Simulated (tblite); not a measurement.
C₃H₁₀BN₃S.
Numbering: `[CH3:1][NH:2][B:3]([NH2:4])[NH:5][C:6]([CH3:7])=[S:8]` (hydrogens: H9, H10, H11 on C1; H12 on N2; H13, H14 on N4; H15 on N5; H16, H17, H18 on C7)

Computed with GFN2-xTB (tblite), gas phase: L-BFGS steps from a force-field or distance-geometry start until the largest atomic force falls under 0.01 eV/Å.

Step 93: E = -675.9642 eV
```
atom  x, y, z in Å  |  force x, y, z in eV/Å
C1      2.6705   -1.0484    0.1902   -0.033  -0.079  -0.021
N2      1.2608   -0.7657    0.1160    0.043   0.155   0.012
B3      0.6291    0.4710   -0.0049   -0.099  -0.109   0.025
N4      1.2919    1.7097    0.1352   -0.095  -0.148  -0.085
N5     -0.8073    0.5243   -0.3432    0.063   0.072   0.035
C6     -1.7853   -0.3942   -0.2920    0.099   0.083  -0.014
C7     -3.1223    0.0578   -0.8044    0.071   0.071   0.012
S8     -1.6021   -1.9229    0.2863   -0.013  -0.014  -0.045
H9      2.9555   -1.6838   -0.6506    0.125  -0.036  -0.075
H10     2.9399   -1.5780    1.1099   -0.070   0.080   0.043
H11     3.2346   -0.1209    0.1308    0.065  -0.029   0.034
H12     0.6833   -1.5927    0.0697   -0.033  -0.048   0.030
H13     0.8650    2.6087    0.0285   -0.111   0.035  -0.001
H14     2.2363    1.7693    0.4576    0.139   0.011   0.011
H15    -1.1061    1.4306   -0.6812   -0.066  -0.017   0.023
H16    -3.0986    0.1164   -1.8932   -0.014  -0.076  -0.011
H17    -3.9072   -0.6263   -0.4997    0.027  -0.072  -0.030
H18    -3.3469    1.0513   -0.4256   -0.099   0.123   0.058
```

Step 94: E = -675.9715 eV
```
atom  x, y, z in Å  |  force x, y, z in eV/Å
C1      2.6692   -1.0402    0.1991    0.063  -0.146  -0.041
N2      1.2600   -0.7641    0.1403   -0.029   0.102  -0.051
B3      0.6240    0.4667    0.0004   -0.099  -0.008   0.057
N4      1.2947    1.7028    0.1221   -0.051  -0.220  -0.080
N5     -0.8172    0.5331   -0.3132    0.112  -0.042   0.017
C6     -1.7870   -0.3955   -0.2997    0.108   0.099   0.006
C7     -3.1246    0.0620   -0.8012    0.011   0.069  -0.018
S8     -1.5933   -1.9485    0.2076   -0.005   0.011  -0.033
H9      2.9561   -1.6756   -0.6423    0.091   0.002  -0.093
H10     2.9413   -1.5751    1.1114   -0.033   0.036   0.141
H11     3.2401   -0.1168    0.1461    0.028  -0.003   0.013
H12     0.6893   -1.5964    0.0976   -0.047  -0.040   0.034
H13     0.8753    2.5997   -0.0059   -0.133   0.146  -0.006
H14     2.2508    1.7569    0.4095    0.117   0.034   0.010
H15    -1.1195    1.4460   -0.6274   -0.071   0.002   0.032
H16    -3.1001    0.1194   -1.8897   -0.031  -0.076  -0.043
H17    -3.9092   -0.6224   -0.4984    0.014  -0.101  -0.030
H18    -3.3587    1.0544   -0.4269   -0.045   0.136   0.085
```

Question: Estimate the geometry and energy of step 95. (The exact step hangs on the optimiser's Hessian estimate; all steps are aligned on step 94, rigid shifts and turns removed.)

Answer: E = -675.9753 eV, largest force 0.308 eV/Å
```
atom  x, y, z in Å  |  force x, y, z in eV/Å
C1      2.6728   -1.0375    0.2079    0.059  -0.147   0.000
N2      1.2574   -0.7712    0.1812    0.074   0.053  -0.106
B3      0.6182    0.4551    0.0128   -0.007   0.109   0.075
N4      1.2917    1.6941    0.1061   -0.049  -0.067  -0.084
N5     -0.8220    0.5356   -0.2850   -0.022   0.115  -0.061
C6     -1.7871   -0.3978   -0.3127    0.061   0.118   0.019
C7     -3.1255    0.0721   -0.8026   -0.025   0.050  -0.015
S8     -1.5912   -1.9733    0.1260    0.007   0.093  -0.048
H9      2.9561   -1.6617   -0.6465    0.032   0.048  -0.026
H10     2.9651   -1.5790    1.1130   -0.060   0.054   0.067
H11     3.2390   -0.1091    0.1587   -0.015  -0.040   0.006
H12     0.6964   -1.6109    0.1420   -0.059  -0.008   0.040
H13     0.8730    2.5913   -0.0548   -0.039  -0.042   0.028
H14     2.2580    1.7557    0.3629    0.027   0.032  -0.008
H15    -1.1313    1.4674   -0.5595    0.026  -0.289   0.103
H16    -3.1068    0.1248   -1.8917   -0.023  -0.048  -0.037
H17    -3.9084   -0.6149   -0.5009   -0.003  -0.092  -0.017
H18    -3.3642    1.0656   -0.4275    0.016   0.060   0.064
```

The energy changes by -0.0038 eV. The first-order estimate −F·Δx gives -0.0094 eV and the mean of the old and new forces, exact on a quadratic surface, -0.0034 eV. The step makes an angle of 84° with the force vector and moves no atom by more than 0.085 Å.

The cost below is that of the whole relaxation. Time: 2.1 s of wall time. Hardware: one thread of an Arm Neoverse N1, shared host with 64 logical CPUs at a one-minute load of 50.
